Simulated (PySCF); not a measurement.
**Partial charges of `C[C@@H](CO)[Si@](C)(O)[SiH2]N`**

C4H15NO2Si2.
Geometry (GFN2-xTB, Å), atoms numbered from 1 in this order:
```
atom  x, y, z in Å
C1    -2.344    0.942   -0.351
C2    -1.266    0.046    0.262
C3    -1.496   -1.403   -0.192
O4    -0.824   -2.358    0.586
Si5    0.510    0.673   -0.161
C6     0.627    2.479    0.447
O7     0.705    0.635   -1.794
Si8    2.291   -0.601    0.565
N9     2.056   -2.159   -0.163
H10   -3.338    0.596   -0.070
H11   -2.235    1.969   -0.011
H12   -2.282    0.929   -1.439
H13   -1.403    0.054    1.348
H14   -2.559   -1.650   -0.092
H15   -1.229   -1.504   -1.255
H16    0.128   -2.317    0.404
H17    0.390    2.566    1.501
H18    1.635    2.860    0.309
H19   -0.043    3.140   -0.095
H20    0.155    1.151   -2.380
H21    2.315   -0.916    1.997
H22    3.604    0.003    0.263
H23    1.944   -2.191   -1.166
H24    2.648   -2.923    0.124
```

Density: PBE0/pcSseg-1 (PySCF); schemes: Mulliken, IAO, Hirshfeld and ESP-fitted. The structure is a single GFN2-xTB conformer in the gas phase; no vibrational or solvent corrections.

Question: At which atom do the 4 schemes differ most?

Answer: At C2: from -0.618 (Mulliken) to +0.124 e (ESP-fitted), 0.742 e apart.

Question: For which atoms does the sign change between the 4 schemes (beyond +0.03 e in one, beyond −0.03 e in another)?

Answer: C2 and C3. Atomic charges aren't observables, and each scheme defines them in its own way.

Question: What partial charge does each atom carry?

Answer: In e:

| atom | environment | Mulliken | IAO | Hirshfeld | ESP-fitted |
| --- | --- | --- | --- | --- | --- |
| C1 | methyl carbon | -0.250 | -0.412 | -0.118 | -0.423 |
| C2 | sp3 carbon bound to silicon | -0.618 | -0.399 | -0.123 | +0.124 |
| C3 | carbinol carbon (C–OH) | +0.125 | -0.038 | -0.008 | +0.132 |
| O4 | alcohol oxygen | -0.473 | -0.572 | -0.248 | -0.614 |
| Si5 | oxygen-bound silicon | +0.841 | +0.980 | +0.360 | +0.504 |
| C6 | Si-methyl carbon | -0.644 | -0.733 | -0.224 | -0.723 |
| O7 | silanol oxygen | -0.576 | -0.796 | -0.311 | -0.694 |
| Si8 | SiH2 silicon | +0.458 | +0.576 | +0.281 | +0.427 |
| N9 | silicon-bound nitrogen | -0.671 | -0.815 | -0.277 | -0.776 |
| H10 | methyl hydrogen | +0.121 | +0.143 | +0.043 | +0.102 |
| H11 | methyl hydrogen | +0.123 | +0.138 | +0.038 | +0.119 |
| H12 | methyl hydrogen | +0.094 | +0.124 | +0.033 | +0.070 |
| H13 | methine hydrogen | +0.140 | +0.143 | +0.032 | +0.001 |
| H14 | methylene hydrogen | +0.104 | +0.134 | +0.035 | +0.070 |
| H15 | methylene hydrogen | +0.086 | +0.104 | +0.021 | -0.003 |
| H16 | hydroxyl hydrogen | +0.240 | +0.327 | +0.098 | +0.302 |
| H17 | methyl hydrogen | +0.138 | +0.157 | +0.041 | +0.157 |
| H18 | methyl hydrogen | +0.139 | +0.154 | +0.038 | +0.182 |
| H19 | methyl hydrogen | +0.134 | +0.149 | +0.039 | +0.180 |
| H20 | hydroxyl hydrogen | +0.243 | +0.361 | +0.173 | +0.445 |
| H21 | Si–H hydrogen | -0.069 | -0.118 | -0.082 | -0.111 |
| H22 | Si–H hydrogen | -0.093 | -0.138 | -0.090 | -0.124 |
| H23 | N–H hydrogen | +0.206 | +0.265 | +0.121 | +0.316 |
| H24 | N–H hydrogen | +0.204 | +0.266 | +0.126 | +0.335 |

Mean size of the charges over all atoms: IAO 0.335 e, ESP-fitted 0.289 e, Mulliken 0.283 e, Hirshfeld 0.123 e. Each set sums to the total charge, 0, to within 0.001 e. The ESP scheme is a least-squares fit of atom-centred charges to the potential on four shells outside the van der Waals surface, with the total charge fixed.

Question: How many electrons does the ESP-fitted scheme count on C6?

Answer: Z − q = 6 − (-0.723) = 6.723.

Question: Sum the charges by element, for elements with more than one atom.

Answer: 
```tsv
element	atoms	Mulliken	IAO	Hirshfeld	ESP-fitted
C	4	-1.388	-1.582	-0.472	-0.890
O	2	-1.050	-1.369	-0.559	-1.308
Si	2	+1.299	+1.556	+0.641	+0.931
H	15	+1.810	+2.210	+0.666	+2.043
```

Question: How closely do the schemes follow one another over all atoms?

Answer: Correlation coefficient and root-mean-square difference: IAO with Hirshfeld 0.98, 0.270 e; Mulliken with IAO 0.98, 0.104 e; Mulliken with Hirshfeld 0.95, 0.214 e; IAO with ESP-fitted 0.93, 0.161 e; Hirshfeld with ESP-fitted 0.93, 0.229 e; Mulliken with ESP-fitted 0.87, 0.189 e.
